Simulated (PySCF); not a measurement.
C5H3BF2O2S.
SMILES: `O=COC1=CC=C(B(F)F)S1`

Level: CAM-B3LYP/def2-SVPD in PySCF, non-relativistic, on one gas-phase PBE0-D3(BJ)/def2-SVP geometry that isn't relaxed in the solvent. The solvent is an IEF-PCM continuum (Bondi radii, 1.10 Å for H, scaled by 1.2), and excitations are vertical TDDFT with non-equilibrium linear response and a frozen core. Only the electrostatic response of the medium enters.

Gas-phase singlets (H = HOMO, L = LUMO):

```
state  E (eV)  λ (nm)      f  leading configurations
   S1   4.904     253  0.278                 H→L 96%
   S2   5.343     232  0.036               H-1→L 84%
   S3   5.673     219  0.001  H-2→L 50%, H-2→L+1 39%
   S4   6.308     197  0.160     H→L+1 88%, H-1→L 8%
   S5   6.568     189  0.001               H→L+2 79%
```

Task: Give the list for acetonitrile (ε = 35.69), n² = 1.81.

Result: 
| state | E (eV) | λ (nm) | f | leading configurations | change by rank (eV) |
| --- | --- | --- | --- | --- | --- |
| S1 | 4.809 | 258 | 0.336 | H→L 96% | -0.095 |
| S2 | 5.313 | 233 | 0.062 | H-1→L 87% | -0.030 |
| S3 | 5.784 | 214 | 0.001 | H-2→L 49%, H-2→L+1 41% | +0.111 |
| S4 | 6.344 | 195 | 0.223 | H→L+1 89% | +0.036 |
| S5 | 6.481 | 191 | 0.002 | H→L+2 77%, H→L+6 13% | -0.087 |

Task: The ground-state energy changes by -0.259 eV from gas to acetonitrile. By how much does the total energy of gas-phase S1 change?

Result: E(S1) = E(S0) + excitation energy, so it changes by -0.259 − 0.095 = -0.354 eV: it is lowered more than the ground state, which is what a red shift means. This is the vertical state, with the slow part of the continuum still set for S0.

Task: How do the frontier levels move from gas to acetonitrile?

Result: 
```tsv
orbital	gas (eV)	solvent (eV)	change (eV)
LUMO+2	0.86	0.87	+0.01
LUMO+1	0.44	0.69	+0.25
LUMO	-0.79	-0.67	+0.12
HOMO	-8.45	-8.31	+0.14
HOMO-1	-9.11	-9.00	+0.11
HOMO-2	-10.51	-10.37	+0.14
HOMO-3	-11.90	-11.80	+0.10
```

The HOMO–LUMO gap goes from 7.66 to 7.64 eV. Rows go by rank; for LUMO+2 the atom shares or the degeneracy differ between the runs, so the row needn't follow one orbital.

The values belong to the conformer `[O:1]=[CH:2][O:3][c:4]1[cH:5][cH:6][c:7]([B:8]([F:9])[F:10])[s:11]1`: O1–C2–O3–C4 0°, C2–O3–C4–C5 -178°, C6–C7–B8–F9 -178°.
